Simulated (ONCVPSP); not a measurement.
## Si (Z = 14), ONCV: configuration errors across variants

| Property | Result |
| --- | --- |
| Element | silicon (Si) |
| Generator | ONCVPSP 4.0.1 |
| Type | optimised norm-conserving Vanderbilt (ONCV) |
| Functional | Wu-Cohen |
| Relativity | scalar-relativistic |
| Frozen core | [Ne] |
| Valence charge | 4 |
| Reference configuration | 3s2 3p1.5 (charge +0.5) |
| Partial waves | 3s: rc 1.65 bohr, ncon 4, nbas 8, qcut 4.4 1/bohr, 2 projectors, debl 1.6 Ha; 3p: rc 1.85 bohr, ncon 3, nbas 8, qcut 4.6 1/bohr, 2 projectors, debl 3.1 Ha; d scattering state at 0.16 Ha: rc 1.40 bohr, ncon 5, nbas 9, qcut 6.5 1/bohr, 2 projectors, debl 3.2 Ha |
| Local potential | polynomial inside 1.25 bohr (lpopt 5, dvloc0 -1 Ha) |
| Core correction | Teter function, fcfact 3.25, rcfact 1.65 |

All-electron excitation energies from the reference (eV): (1) 3s2 3p2 -2.908; (2) 3s2 3p1 4.809; (3) 3s2 3p0 20.799; (4) 3s1 3p2 12.232.

1 further variants failed, have other tests or another functional or relativity, and are left out.

Errors AE − PS in meV (a dash: test not solved or not reliable):

```tsv
change	(1)	(2)	(3)	(4)	bound ghosts	GHOST(+) flags above zero
base	+0.7	+0.7	+3.9	-10	none	s
core correction Teter function fitted to the true core (icmod 2), fcfact 0.5	+0.3	+0.3	+8.1	-1.1	none	s
all radii but the core radius scaled by about 1.24 (s 2.06, p 2.30, d 1.74 bohr); local potential polynomial inside 1.56 bohr (lpopt 5, dvloc0 -1 Ha)	+0.7	+0.6	+1.1	-11	none	s
d: qcut 6.7	+0.7	+0.7	+3.9	-10	none	s
p: rc 2.26	+0.7	+0.5	+0.3	-8.5	none	s
s: rc 1.6	+0.7	+0.7	+3.9	-10	none	s
s: nproj 1	+1.0	+1.5	+19	-8.1	none	s
```

Question: Give the same row for: p: qcut 4.8.

Answer: +0.7, +0.7, +4.0, -10; bound ghosts: none; GHOST(+) flags above zero: s.
